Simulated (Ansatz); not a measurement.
The first iterations of a band of AlClFHZn (5 atoms, charge 0, multiplicity 1).

All numbers below come from RKS B3LYP/def2-SVPD (Ansatz 0.2.0).

```
movable images  : 7
climbing image  : yes
spring          : 5.0 eV/Å²
optimiser       : quadratic models (default)
start path      : through a guess of the saddle point
force threshold : 0.03 eV/Å
iteration limit : 58
end points      : relaxed
```

Initial state:

```xyz
5
Properties=species:S:1:pos:R:3
F 0.482 0.101 2.144
Al 0.429 -0.394 0.545
Cl 1.513 -2.122 0.015
Zn -1.966 1.919 -2.254
H -0.409 0.423 -0.491
```

Final state:

```xyz
5
Properties=species:S:1:pos:R:3
F -0.450 0.197 1.690
Al 0.397 -0.001 0.245
Cl 0.628 -2.002 -0.454
Zn -1.887 0.601 -1.278
H 1.361 1.131 -0.246
```

| iteration | highest image above the first end (eV) | largest band force component (eV/Å) |
| --- | --- | --- |
| 1 | 288.101 | 1874.000 |
| 2 | 195.749 | 1079.085 |
| 3 | 111.733 | 556.441 |
| 4 | 72.208 | 249.663 |
| 5 | 46.876 | 230.767 |
| 6 | 30.092 | 114.241 |
| 7 | 29.485 | 106.247 |
| 8 | 18.958 | 54.923 |
| 9 | 12.156 | 27.011 |
| 10 | 6.911 | 13.742 |

Problem. Does the band converge within its limit, and where does its top end?

Solution. It converged. It ended after 32 iterations with the highest image 0.012 eV above the first end. A vibrational analysis at the climbing image gives one clearly imaginary mode, 52i cm⁻¹: a first-order saddle point.

The run took 15 min on 2 threads of Intel(R) Xeon(R) Platinum 8375C CPU @ 2.90GHz (Ice Lake), on a shared host, peak memory 0.32 GiB.
